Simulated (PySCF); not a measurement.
State search for BeP⁺

Unrestricted PBE0; Be cc-pVDZ, P cc-pV(D+d)Z; no relativity (PySCF 2.14). Outer shells of the fragments: Be+ 2s1; P 3s2 3p3.

Followed along the bond (rough minima from three points):

| 2Ms+1 | unpaired | ⟨S²⟩ at the start | R at minimum (Å) | Te (eV) |
| --- | --- | --- | --- | --- |
| 3 | π ↑↑ | 2.01 | 2.02 | 0.00 |
| 1 | π ↑↓ | 1.01 | 2.02 | 0.32 |
| 1 | none | 0.00 | 2.01 | 1.35 |
| 5 | σ ↑↑, π ↑↑ | 6.00 | none in the scan | ≤ 1.89 |

Solutions found at the starting distance of 2.125 Å, counted from the lowest of them; the search is not exhaustive and high or unbound solutions are not listed, so other states can lie among these:

| 2Ms+1 | unpaired | term | E (eV) | ⟨S²⟩ | ⟨Lz²⟩ | μ (D) |
| --- | --- | --- | --- | --- | --- | --- |
| 3 | π ↑↑ | ³Σ⁻ | 0.00 | 2.01 | 0.00 | -6.76 |
| 1 | π ↑↓ | mixed | 0.33 | 1.01 | 2.02 | -6.75 |
| 1 | none | mixed | 1.37 | 0.00 | 2.00 | -6.57 |
| 5 | σ ↑↑, π ↑↑ | ⁵Σ⁻ | 1.94 | 6.00 | 0.00 | -1.18 |
| 3 | σ ↑, π ↑ | ³Π | 2.04 | 2.00 | 1.01 | -0.98 |
| 1 | σ ↓, π ↑ | mixed | 2.09 | 1.00 | 1.01 | -0.95 |
| 3 | σ ↑, π ↑ | ³Π | 2.35 | 2.01 | 1.02 | -6.90 |
| 1 | σ ↓, π ↑ | mixed | 2.71 | 1.06 | 1.01 | -6.86 |
| 3 | σ ↑↑, π ↑↓ | mixed | 2.75 | 3.01 | 2.02 | -1.19 |
| 1 | σ ↓↓, π ↑↑ | mixed | 2.81 | 2.02 | 0.00 | -1.29 |

A term symbol is given only where ⟨S²⟩ and ⟨Lz²⟩ are close to those of a pure state; real π, δ and φ orbitals otherwise mix terms. A positive dipole points towards P; it is taken about the centre of mass and depends on that origin.

Counting both spins, an empty level lies below a filled one in some of these solutions, because spin and occupation are held.
